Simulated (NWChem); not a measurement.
Species: CdH$_{2}$Se; SMILES [CdH][SeH]

Results from NWChem. Coordinates come from a PBE0/def2-SVP optimisation. def2 effective core potentials on Cd; no spin-orbit coupling. Static field.

For level B3LYP/def2-SVPD:

```yaml
isotropic polarisability (bohr³): 65.5
anisotropy (bohr³): 38.6
```

Problem. What are these values for level BHandHLYP/def2-SVPD?

Solution. isotropic polarisability (bohr³): 62.7
anisotropy (bohr³): 33.6
